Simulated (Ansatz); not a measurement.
Diatomic NiF, multiplicity 2 (the spin of the measured ground state). No spin–orbit coupling. Ni is treated without relativity.

D_e counts from the fitted minimum to each atom's lowest state at the same level, without counterpoise.

Correlated levels freeze the inner cores; with def2 sets outer-core shells near the valence are correlated too.

Programs: Ansatz (a program for electronic structure). 

Problem. What bond energy D_e does B3LYP/def2-TZVPP give?

Solution. 97.5 kcal/mol

Problem. Estimate the bond energy D_e that CCSD(T)/def2-TZVPP returns for this input.

Solution. 98.5 kcal/mol

Problem. Estimate the bond energy D_e that PBE0/def2-TZVPP returns for this input.

Solution. 96.2 kcal/mol
